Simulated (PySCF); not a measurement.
First SCF of a structure search on triplet FeCl2, at a hand-made linear geometry. PySCF input:

```python
from pyscf import gto, scf, dft
mol = gto.M(atom='''
Fe     0.000000     0.000000     0.000000
Cl     0.000000     0.000000     2.150000
Cl     0.000000     0.000000    -2.150000''',
    basis={'Fe': 'def2-TZVP', 'Cl': 'def2-TZVP'},
    charge=0, spin=2)
mf = dft.UKS(mol, xc='PBE0')
mf.grids.atom_grid = (50, 194)
aux = {'Fe': 'def2-universal-JKFIT', 'Cl': 'def2-universal-JKFIT'}
mf = mf.density_fit(auxbasis=aux)
mf.conv_tol = 1e-08
mf.diis_space = 10
mf.max_cycle = 60
mf.init_guess = 'minao'
mf.verbose = 4
mf.kernel()
```

Excerpt of the output (cycles alone):

```
init E= -2182.60052193693
cycle= 1 E= -2170.41245990273  delta_E= 12.2  |g|= 4.71  |ddm|= 12.1
cycle= 2 E= -2114.35373138288  delta_E= 56.1  |g|= 13.5  |ddm|= 15.4
cycle= 3 E= -2155.69895560813  delta_E= -41.3  |g|= 9.87  |ddm|= 6.42
cycle= 4 E= -2162.64133495252  delta_E= -6.94  |g|= 8.63  |ddm|= 1.46
cycle= 5 E= -2170.63026890171  delta_E= -7.99  |g|= 6.83  |ddm|= 2.33
cycle= 6 E= -2172.137025969  delta_E= -1.51  |g|= 6.26  |ddm|= 0.38
cycle= 7 E= -2175.50324252348  delta_E= -3.37  |g|= 5.36  |ddm|=  1.6
cycle= 8 E= -2176.89292324175  delta_E= -1.39  |g|= 4.82  |ddm|= 0.369
cycle= 9 E= -2176.91806751466  delta_E= -0.0251  |g|= 4.82  |ddm|= 0.262
cycle= 10 E= -2176.9328638246  delta_E= -0.0148  |g|= 4.82  |ddm|= 0.181
cycle= 11 E= -2176.97168996618  delta_E= -0.0388  |g|= 4.81  |ddm|= 0.0864
cycle= 12 E= -2161.37278103125  delta_E= 15.6  |g|= 6.05  |ddm|= 14.2
cycle= 13 E= -2177.87049653294  delta_E= -16.5  |g|= 4.18  |ddm|= 14.2
... 35 lines left out ...
cycle= 49 E= -2183.65947105726  delta_E= -6.42e-07  |g|= 0.000193  |ddm|= 0.0121
cycle= 50 E= -2183.65947142945  delta_E= -3.72e-07  |g|= 0.000442  |ddm|= 0.0171
cycle= 51 E= -2183.65947143864  delta_E= -9.19e-09  |g|= 0.000436  |ddm|= 0.000959
cycle= 52 E= -2183.65947144125  delta_E= -2.62e-09  |g|= 0.000367  |ddm|= 0.00303
cycle= 53 E= -2183.65947144339  delta_E= -2.14e-09  |g|= 0.00033  |ddm|= 0.000825
cycle= 54 E= -2183.65947143443  delta_E= 8.96e-09  |g|= 0.00028  |ddm|= 0.00157
cycle= 55 E= -2183.65947119208  delta_E= 2.42e-07  |g|= 8.28e-05  |ddm|= 0.0102
cycle= 56 E= -2183.65947119654  delta_E= -4.46e-09  |g|= 4.61e-05  |ddm|= 0.000323
Extra cycle  E= -2183.65947120713  delta_E= -1.06e-08  |g|= 6.35e-05  |ddm|= 0.000158
converged SCF energy = -2183.65947120713  <S^2> = 2.0967418  2S+1 = 3.0638158
```

This is not the lowest solution: another start and a stability analysis within the same unrestricted form found one 76.3 kJ/mol lower, at -2183.68852 Eh.

Open d and f shells are described by one determinant, and the ground state may have another occupation or spin.

The search for the lowest solution, 3 starts and the stability check together, took 75 s on 4 threads of a shared Arm Neoverse V1 host, with 119 basis functions; the process peaked at 0.52 GiB. Launch command: `OMP_NUM_THREADS=4 python axn.py task.json out`.
